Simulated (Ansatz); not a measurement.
Isolated molecules relaxed with PBE0-D4/def2-TZVP in Ansatz; ΔE leaves out vibrations. CCSD(T)/CBS adds triple-zeta CCSD(T) − MP2 to the extrapolated MP2 energy (def2 sets, frozen cores). This one scheme is used for every species. DFT in def2-TZVPP. Elements past krypton have def2 core potentials. For I outer-core shells are correlated without core-valence functions, which leaves a few kJ/mol of doubt a bond. Each species was taken in one conformer, which may not be the lowest.

`O[SiH2][AlH][Cl]` + HI → `O[SiH2]I` + `[AlH2][Cl]`  (cleavage of the Si–Al bond)

```
    level  ΔE (kcal/mol)
   PBE-D4          -20.2
  BLYP-D4          -21.5
r2SCAN-D4          -23.2
   r2SCAN          -23.3
```

(1) What does CCSD(T)/CBS give? (An estimate is asked.)

Largest T1 diagnostic among the species: 0.011.

Results:

(1) The calculation gave: -24.3 kcal/mol. The listed levels differ from it by 4.1, 2.8, 1.1, 1.0 kcal/mol.

From PBE to PBE0 (25 % exact exchange), in def2-TZVPP and without D4, ΔE moves by −1.6 kcal/mol. At CCSD(T), def2-SVP lies +2.3 kcal/mol from the extrapolated value and def2-TZVPP +1.7 kcal/mol.
